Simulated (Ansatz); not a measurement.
Ideal-gas functions of BFGeH₄O (`O[B](F)[GeH3]`) at 500 K and 1 bar, from an Ansatz frequency run at PBE0-D4/def2-TZVP.

Molar mass 122.45 g/mol, point group Cs (symmetry number 1), electronic degeneracy 1, moments of inertia 54.961, 209.284, 258.006 u Å². Harmonic wavenumbers (cm⁻¹, unscaled): 65, 187, 298, 342, 509, 584, 586, 611, 811, 885, 887, 982, 1264, 1417, 2132, 2155, 2158, 3906.

Use S(trans) = R[1.5 ln M + 2.5 ln T − 1.1517]; rotational temperatures θ = 24.2544 K / I; S(rot) = R[ln(√π/σ · √(T³/θAθBθC)) + 1.5]; for each mode x = 1.438777 ν̃/T, S = R[x/(eˣ − 1) − ln(1 − e⁻ˣ)] and H = RT x/(eˣ − 1); 1 cm⁻¹ = 0.0119627 kJ/mol; R = 8.31446 J/(mol·K).

Problem. By hand: the entropy, in J/(mol·K).

Solution. Translation 179.6. Rotation: θ = 0.4413, 0.1159, 0.094 K, giving 116.9. Vibration, mode by mode: 22.27, 13.57, 9.84, 8.78, 5.85, 4.91, 4.89, 4.62, 2.93, 2.48, 2.47, 1.99, 1.04, 0.73, 0.13, 0.12, 0.12, 0.00, in all 86.7. Electronic 0.0. Sum 383.2 J/(mol·K).

Problem. By hand: H − E and G − E in kJ/mol, counted from the electronic energy.

Solution. Zero-point energy ½ × 19779 × 0.0119627 = 118.3; thermal vibration 23.0; translation, rotation and pV give 4 RT = 16.6. H − E = 157.9 kJ/mol, and G − E = 157.9 − 500 × 383.2/1000 = -33.7 kJ/mol.

Vibration gives 23 % of the entropy, 22.3 J/(mol·K) of it from the mode under 150 cm⁻¹: soft modes count most, and the harmonic formula is weakest for them. The sum counts one conformer and one mirror image; others add a mixing term.
